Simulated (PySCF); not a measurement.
# Interval between two levels of P by level of theory

P [Ne] 3s2 3p3 [4S3/2, M_J = 3/2] → P [Ne] 3s1 3p4 [4P5/2, M_J = 5/2], as a difference of total energies. All numbers are calculated (PySCF 2.14, the two-component X2C-1e Hamiltonian, in x2c-SVPall-2c with one added diffuse shell each of s, p type (5s5p1d, 25 functions)). Correlated levels: [Ne] frozen. "Screened" scales the spin-orbit matrix elements by Boettger's factors to mimic the two-electron term; Breit and QED terms are absent.

| method | interval between two levels (cm⁻¹) | error (cm⁻¹) |
| --- | --- | --- |
| GHF (spin-free) | 64394 | +4859 |
| GMP2 (spin-free) | 65669 | +6134 |
| GHF (screened spin-orbit) | 64285 | +4751 |
| GMP2 (screened spin-orbit) | 65544 | +6009 |

Reference: 59535 cm⁻¹ (measured; NIST Handbook of Basic Atomic Spectroscopic Data (Sansonetti and Martin, J. Phys. Chem. Ref. Data 34, 1559 (2005))).

Errors of the correlated levels include the incompleteness of this basis and the frozen core.

The labels give the starting determinants; with spin-orbit coupling the two ends relaxed to ⟨J²⟩ = 3.75, ⟨L²⟩ = 0.00, ⟨S²⟩ = 3.75 and ⟨J²⟩ = 8.80, ⟨L²⟩ = 2.00, ⟨S²⟩ = 3.80.
